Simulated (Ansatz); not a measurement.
Program: Ansatz. Geometries: PBE0-D4/def2-TZVP. ΔE: electronic, gas phase. CBS: MP2 limit from def2 TZ/QZ plus the TZ coupled-cluster correction, frozen cores. This one scheme is used for every species, atoms too. Functionals use def2-TZVPP. B3LYP here is the variant with VWN-RPA as its local correlation; programs differ in this. No spin–orbit coupling; open shells (•) take unrestricted orbitals. Spin–orbit coupling would lower the free atoms: a little for O, Si. For Zn outer-core shells are correlated without core-valence functions, so the limit isn't a true one: a few kJ/mol of doubt a bond, and 10 to 20 or more in all where bonds break to atoms. Scalar relativity is left out up to krypton. One conformer a species, not always the lowest.

Reaction (atomization): `[OH][Zn][SiH3]` → 4 H• + O• + Si• + Zn (atom)

CCSD(T)/CBS gives +19.74 eV.

Problem. Another level gave +19.48 eV. Which?
A. B3LYP/def2-TZVPP
B. PBE/def2-TZVPP
C. PBE-QIDH/def2-TZVPP
D. ωB97X-V/def2-TZVPP

Solution. B. PBE 19.48, PBE-QIDH 19.35, ωB97X-V 19.84, B3LYP 19.24 eV.

Largest T1 diagnostic among the species: 0.017.

From BLYP to BHLYP (50 % exact exchange), in def2-TZVPP and without D4, ΔE moves by −0.32 eV: exact exchange takes away binding that semilocal exchange gives to molecules. At CCSD(T), def2-SVP lies −1.71 eV from the extrapolated value and def2-TZVPP −0.64 eV: correlation converges slowly with the basis, and small sets miss more of it in the bonded molecule than in its fragments. Leaving LDA and LC-ωPBE aside and taking each functional with its dispersion term where it has one, the values, not all of them listed here, spread over 0.92 eV, from BHLYP-D4 to ωB97X-V. LDA lies +2.81 eV from PBE without D4, its usual overbinding.

For atomizations the MP2-based limit and the directly extrapolated one differ by several kJ/mol either way, and by 10 to 25 for some Ge, Se and Sn compounds, so smaller differences from it don't rank the levels.
